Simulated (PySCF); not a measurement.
GeH7NSi, SMILES N[SiH2][GeH3]. Atoms are numbered in the order given.

```xyz
10

Si     0.6000    -1.1813     0.0000
N     -0.7051    -2.3297     0.0000
Ge    -0.0915     1.1110     0.0000
H      1.4278    -1.4218     1.2214
H      1.4278    -1.4218    -1.2214
H     -1.2837    -2.3994     0.8307
H     -1.2837    -2.3994    -0.8307
H     -0.9584     1.4175     1.2407
H      1.0926     2.1007     0.0000
H     -0.9584     1.4175    -1.2407
```
Charge 0, spin multiplicity 1.

Geometry optimised at PBE0-D3(BJ)/def2-SVP. This is a generated structure with no PubChem entry under its InChIKey; it may be hypothetical. The values are those of a single conformer.

Two levels are set side by side: PBE/pcSseg-1 (PySCF) and HF/pcSseg-1 (PySCF). GIAO shifts against GeH4 (⁷³Ge), NH3 (¹⁵N), TMS (²⁹Si), TMS (¹H) at the same level; non-relativistic, no solvent, atoms listed together averaged. Differences are taken from unrounded values.

| quantity | PBE |
|---|---|
| δ(²⁹Si) of Si1 (ppm) | -39.7 |
| δ(¹⁵N) of N2 (ppm) | 7.5 |
| δ(⁷³Ge) of Ge3 (ppm) | -23.1 |
| δ(¹H) of H4, H5 (ppm) | 5.64 |
| δ(¹H) of H6, H7 (ppm) | -0.16 |
| δ(¹H) of H8, H9, H10 (ppm) | 3.67 |

Task: These are the PBE values. What does HF give? (An estimate is asked for; the answer gives what the named calculation found.)

Result: 
| quantity | HF | PBE minus HF |
|---|---|---|
| δ(²⁹Si) of Si1 (ppm) | -40.3 | 0.6 |
| δ(¹⁵N) of N2 (ppm) | -6.2 | 13.7 |
| δ(⁷³Ge) of Ge3 (ppm) | -21.4 | -1.7 |
| δ(¹H) of H4, H5 (ppm) | 4.94 | 0.70 |
| δ(¹H) of H6, H7 (ppm) | 0.17 | -0.33 |
| δ(¹H) of H8, H9, H10 (ppm) | 3.45 | 0.22 |

Rough cost on one machine, each run with all the roots and properties that it gave: HF against PBE within a factor of 2.
